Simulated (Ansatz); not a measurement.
Cost and result up the ladder for In3N3H12, a cluster cut from zinc blende InN (hydrogen-capped) (18 atoms). The state is a singlet with charge 0. Geometry: PBE-D4/def2-SVP.

Cartesian coordinates in Å:
```
In -1.3809 -0.1839 1.8282
In 0.4020 -1.9032 -1.2243
In 1.6706 1.5758 0.0890
N -0.3648 1.6639 1.0437
N 1.1828 0.1730 -1.6011
N -1.4627 -1.3589 -0.0888
H -3.0337 0.3023 2.1321
H -0.2356 -0.9850 2.8560
H -0.1639 -2.4639 -2.7817
H 1.4816 -2.6428 -0.0852
H 1.8848 3.1390 -0.6668
H 2.6972 0.7029 1.1816
H -1.0126 2.1796 0.4288
H -0.2596 2.2877 1.8596
H 0.5753 0.6520 -2.2830
H 2.0683 0.0444 -2.1163
H -2.1432 -0.9248 -0.7308
H -1.9053 -2.2581 0.1590
```

Ansatz on 4 threads of Arm Neoverse V2 on a shared host. Times are rough, and most runs start from the orbitals of an earlier one. PBE0-D4/def2-TZVPD serves as the yardstick here, not as an exact answer. Differences are given only for rows in sets of like size (and for xTB, whose basis is part of the method), since another set adds its own error. Binding counts from free atoms at the same level (In doublet, N quartet, H doublet; other spins of the atoms weren't run), without zero-point energy or a counterpoise term.

In the def2 sets In takes a core potential, while STO-3G treats all electrons; there is no spin–orbit coupling. HSE06 is defined as in plane-wave codes, on full-range PBE exchange. Correlated methods freeze 15 core orbitals; core or outer-core shells of In are correlated, in sets that lack core-valence functions. The rows differ in basis, and correlated rows in double-zeta sets carry the largest basis error.

Correlated methods converge slowly with the basis, most of all in double-zeta sets.

| level | functions | wall time | binding energy per atom (eV) | difference from PBE0-D4/def2-TZVPD (eV) |
| --- | --- | --- | --- | --- |
| HF/STO-3G | 108 | 1.7 s | 2.97 | – |
| PBE-D4/def2-SVP | 180 | 2.2 s | 2.81 | – |
| LDA (SPW92)/def2-TZVP | 315 | 2.8 s | 3.21 | 0.44 |
| PBE0-D4/def2-SVP | 180 | 3.7 s | 2.77 | – |
| LDA (SPW92)/def2-TZVPD | 387 | 4.5 s | 3.21 | 0.44 |
| PBE-D4/def2-TZVP (with forces) | 315 | 5.5 s | 2.81 | 0.04 |
| r2SCAN-D4/def2-TZVP | 315 | 8.5 s | 2.79 | 0.02 |
| PBE-D4/def2-TZVPD | 387 | 8.5 s | 2.81 | 0.04 |
| PBE0-D4/def2-TZVP | 315 | 9 s | 2.77 | 0.00 |
| HSE06-D4/def2-TZVP | 315 | 9.5 s | 2.77 | 0.00 |
| MP2/def2-TZVP | 315 | 11 s | 2.66 | -0.11 |
| PBE0-D4/def2-TZVPD | 387 | 14 s | 2.77 | 0.00 |
| CCSD(T)/def2-SVP | 180 | 2.6 min | 2.64 | – |
